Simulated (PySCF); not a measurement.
## Sn (tin, neutral) across methods

[Kr] 4d10 5s1 5p2 6s1, high-spin 5P determinant (an excited configuration). Computed with PySCF 2.14 in x2c-TZVPPall with one added diffuse shell each of s, p, d, f type (9s7p5d3f, 76 functions), with scalar relativity by spin-free X2C-1e. The B2PLYP total includes its PT2 part (frozen core); its orbital energies are those of the SCF part.

```csv
method,E (hartree),mean ε 5s α (eV),mean ε 5p α (eV),mean ε 6s α (eV),Σ⟨r²⟩ (bohr²),⟨S²⟩
UHF,-6173.44011,-20.266,-10.835,-2.738,88.64,6.003
r2SCAN,-6176.11,-15.374,-7.569,-1.633,87.42,6.003
PBE0,-6175.75,-16.324,-8.205,-2.006,87.33,6.002
PBE,-6175.66,-14.779,-7.166,-1.661,87.20,6.001
B2PLYP,-6175.41,-17.689,-9.014,-2.134,87.74,6.002
BHandHLYP,-6176.08,-17.607,-8.941,-2.098,87.50,6.001
LDA,-6170.07,-15.026,-7.268,-1.734,86.46,6.001
wB97X-V,-6175.78,-18.876,-10.216,-2.915,87.37,6.001
```

(1) Estimate the same row for BLYP.

The outer electron is Rydberg-like, and this basis confines it to a smaller radius and binds it less than a complete one would.

## Answers

(1) E (hartree) = -6176.27; mean ε 5s α (eV) = -14.547; mean ε 5p α (eV) = -6.878; mean ε 6s α (eV) = -1.424; Σ⟨r²⟩ (bohr²) = 87.16; ⟨S²⟩ = 6.001.
